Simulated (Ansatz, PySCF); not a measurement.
Pulling on the Ge1–H3 bond in GeH4Se (SMILES [GeH3][SeH]) (multiplicity 1 held, fragments rigid). Energies count from the point at 1.537 Å.
Geometry at that point (charge 0, multiplicity 1):
```xyz
6

Ge    -1.091     0.399     0.139
Se     1.113    -0.447    -0.157
H     -1.310     1.643    -0.736
H     -2.012    -0.744    -0.309
H     -1.339     0.744     1.615
H      1.743     0.793     0.325
```

R- and RO- levels are restricted; in cc, def2 and unpolarised 6-31G sets they are followed outwards from rest. Active spaces are followed from a long bond inwards. Left out are points that failed, MP2 points in a non-variational dive below the minimum, coupled-cluster points behind a sign of a changed root (a jump of the amplitudes, or a one-step jump against full CI or MRCI), small-basis points behind a change of solution, and semi-empirical points at long bonds. Levels need not reach the same state.

Frozen-core correlation. Filled d and f shells under p-block atoms count as core. Rows in LANL2DZ carry no dispersion term and start afresh at each structure. LANL2DZ brings its own core potentials from Na on.

The values were computed with Ansatz (Gaussian basis) for Hartree–Fock, density functionals and correlated methods; PySCF for LANL2DZ rows. Each number belongs to the level named beside it.

Energies in kcal/mol.

| R (Å) | R-B3LYP/LANL2DZ | R-MP2/cc-pVTZ | FIC-MRCISD on CASSCF(2,2)/cc-pVTZ | FIC-MRCISD+Q on CASSCF(2,2)/cc-pVTZ |
|---|---|---|---|---|
| 1.229 | 30.1 | 30.8 | 31.2 | 31.2 |
| 1.383 | 6.1 | 5.9 | 6.2 | 6.2 |
| 1.537 | 0.0 | 0.0 | 0.0 | 0.0 |
| 1.691 | 3.3 | 4.0 | 3.5 | 3.5 |
| 1.844 | 11.4 | 12.9 | 11.7 | 11.8 |
| 2.075 | 27.0 | 29.9 | 27.2 | 27.4 |
| 2.305 | 43.1 | 47.4 | 42.4 | 42.7 |
| 2.689 | 67.0 | 73.0 | 62.6 | 63.1 |
| 3.074 | 85.5 | 92.3 | 74.8 | 75.5 |
| 3.535 | 101.1 | 107.6 | 81.5 | 82.2 |
| 4.150 | 114.0 | 116.8 | 84.1 | 84.8 |
| 4.918 | left out | 115.2 | 84.6 | 85.4 |

Doubts at one or more of the structures used: a restricted determinant that unrestricted orbitals would lower (R-MP2/cc-pVTZ).

Ansatz is a first-principles code.
